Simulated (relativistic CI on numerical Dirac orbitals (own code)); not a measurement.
**Energy levels of La⁹⁺**

Computed by Dirac-Coulomb-Breit CI, separate exchange-only KLI orbitals for each configuration, model QED, valence Slater integrals scaled by 0.9, P86 correlation estimate, and configurations built on the next ion tied to the tabulated ionisation energy (semi-empirical) (own radial code, finite nucleus).

Configurations in the expansion (outside the closed core [Kr]): 4d¹⁰5s², 4d¹⁰5s5d, 4d¹⁰5s6s, 4d¹⁰5s6p, 4d¹⁰5s5p, 4d¹⁰5s6d, 4d¹⁰5s7s, 4d¹⁰5s5f, 4d¹⁰5s6f, 4d¹⁰5p², 4d¹⁰4f², 4d¹⁰5s4f, 4d¹⁰4f5p, 4d¹⁰5d², 4d¹⁰5p5d, 4d¹⁰4f5d, 4d¹⁰5s5g, 4d⁹5s²4f, 4d¹⁰5f², 4d¹⁰5p5f, 4d¹⁰4f5f, 4d¹⁰5g², 4d¹⁰5p5g, 4d⁸5s²5p². Levels of other configurations are missing.

| No. | Configuration | Term | J | E (eV) | % | Landé g | jj configuration (%) |
| --- | --- | --- | --- | --- | --- | --- | --- |
| 1 | 4d¹⁰5s² | ¹S | 0 | 0.0000 | 98 |  | closed (98) |
| 2 | 4d¹⁰5s5p | ³P° | 0 | 15.3227 | 100 |  | 5s 5p1/2 (100) |
| 3 | 4d¹⁰5s5p | ³P° | 1 | 16.1435 | 94 | 1.471 | 5s 5p1/2 (86) |
| 4 | 4d¹⁰5s5p | ³P° | 2 | 19.0556 | 100 | 1.501 | 5s 5p3/2 (100) |
| 5 | 4d¹⁰5s5p | ¹P° | 1 | 23.4561 | 92 | 1.029 | 5s 5p3/2 (85) |
| 6 | 4d¹⁰5s4f | ³F° | 2 | 25.0974 | 100 | 0.665 | 5s 4f5/2 (100) |
| 7 | 4d¹⁰5s4f | ³F° | 3 | 25.1788 | 98 | 1.082 | 5s 4f5/2 (68) |
| 8 | 4d¹⁰5s4f | ³F° | 4 | 25.3181 | 100 | 1.250 | 5s 4f7/2 (100) |
| 9 | 4d¹⁰5s4f | ¹F° | 3 | 26.1671 | 98 | 1.000 | 5s 4f7/2 (68) |
| 10 | 4d¹⁰5p²‡ | ³P | 0 | 36.4402 | 86 |  | 5p1/2^2 (94) |
| 11 | 4d¹⁰5p²‡ | ³P | 1 | 39.0010 | 100 | 1.501 | 5p1/2 5p3/2 (100) |
| 12 | 4d¹⁰5p²‡ | ¹D | 2 | 39.0489 | 60 | 1.158 | 5p1/2 5p3/2 (92) |
| 13 | 4d¹⁰5p²‡ | ³P | 2 | 42.5021 | 67 | 1.331 | 5p3/2^2 (91) |
| 14 | 4d¹⁰4f5p‡ | ³G | 3 | 42.7204 | 60 | 0.859 | 4f5/2 5p1/2 (97) |
| 15 | 4d¹⁰4f5p‡ | ³F | 2 | 43.1412 | 67 | 0.803 | 4f5/2 5p1/2 (88) |
| 16 | 4d¹⁰4f5p‡ | ³F | 3 | 43.1488 | 46 | 1.133 | 4f7/2 5p1/2 (94) |
| 17 | 4d¹⁰4f5p‡ | ³G | 4 | 43.3779 | 43 | 1.124 | 4f7/2 5p1/2 (95) |
| 18 | 4d¹⁰4f5p‡ | ³G | 3 | 45.9603 | 36 | 0.933 | 4f5/2 5p3/2 (91) |
| 19 | 4d¹⁰5p²‡ | ¹S | 0 | 46.1008 | 82 |  | 5p3/2^2 (91) |
| 20 | 4d¹⁰4f5p‡ | ³F | 4 | 46.2708 | 54 | 1.157 | 4f7/2 5p3/2 (64) |
| 21 | 4d¹⁰4f5p‡ | ³D | 2 | 46.6620 | 44 | 0.984 | 4f5/2 5p3/2 (88) |
| 22 | 4d¹⁰4f5p‡ | ³D | 3 | 46.7522 | 62 | 1.240 | 4f7/2 5p3/2 (83) |
| 23 | 4d¹⁰4f5p‡ | ³G | 5 | 46.7845 | 100 | 1.200 | 4f7/2 5p3/2 (100) |
| 24 | 4d¹⁰4f5p‡ | ³D | 1 | 47.0887 | 85 | 0.498 | 4f5/2 5p3/2 (85) |
| 25 | 4d¹⁰4f5p‡ | ¹D | 2 | 47.5809 | 53 | 1.056 | 4f7/2 5p3/2 (86) |
| 26 | 4d¹⁰4f5p‡ | ¹G | 4 | 47.6577 | 82 | 1.018 | 4f5/2 5p3/2 (64) |
| 27 | 4d¹⁰5s5d | ³D | 1 | 49.4854 | 85 | 0.498 | 5s 5d3/2 (85) |
| 28 | 4d¹⁰5s5d | ³D | 2 | 49.6195 | 89 | 1.164 | 5s 5d3/2 (60) |
| 29 | 4d¹⁰5s5d | ³D | 3 | 49.9243 | 94 | 1.332 | 5s 5d5/2 (94) |
| 30 | 4d¹⁰4f²‡ | ³H | 4 | 51.7245 | 99 | 0.801 | 4f5/2^2 (83) |

Energies count from the lowest computed level; ° marks odd parity. Filled j subshells are mostly left out of the jj labels. ‡ marks configurations that were not tied to measured data.

The mean weight of the leading LS term, summed over parents, in these 30 levels is 79 %, and that of the leading jj configuration (from the same eigenvectors) 88 %.

Configurations that consist of the next ion and one excited electron were tied to the tabulated ionisation energy; Rydberg ones are usually within 1,000 to 3,000 cm⁻¹ and the lowest ones within about 6,000 (9,000 in d shells), while levels on excited terms of the next ion carry the error of that term, and the other configurations can be misplaced by 10,000 cm⁻¹ or more. Rates follow the energies as ν³ (E1, M1) or ν⁵ (E2), so rates, branching and lifetimes can be off by large factors. Levels and lines within the n = 5 or 6 shells can be off by up to 10 % or somewhat more, and those that change n by about 2 %, since core polarisation is missing. Levels that differ in their count of f electrons can be misplaced by several ten thousand cm⁻¹, since the correlation energy of f electrons is missing or only estimated; rates across such gaps can be off by orders of magnitude.

LS names give the leading component of a level, which can be under half, so a name can repeat, a term be missing and a line seem to break the LS rules.
